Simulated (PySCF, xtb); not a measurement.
Pb(Cl)(OH) (ClHOPb), SMILES [OH][Pb][Cl] (connectivity only; charge and spin as stated), neutral, multiplicity 1.

xtb with GFN2-xTB at its own geometry gives an orbital gap of 2.93 eV and a dipole moment of 7.33 D.

Geometry optimised at B3LYP-D3(BJ)/def2-TZVP. The def2 effective core potentials stand for the cores of Pb; spin–orbit coupling is left out. One conformer was computed; it need not be the lowest.

Q: What does CAM-B3LYP/def2-TZVPD in PySCF give? (The exact figures need the calculation; the answer reports its results.)

A: gap 7.28 eV (levels -9.16 and -1.88 eV), dipole 5.49 D.
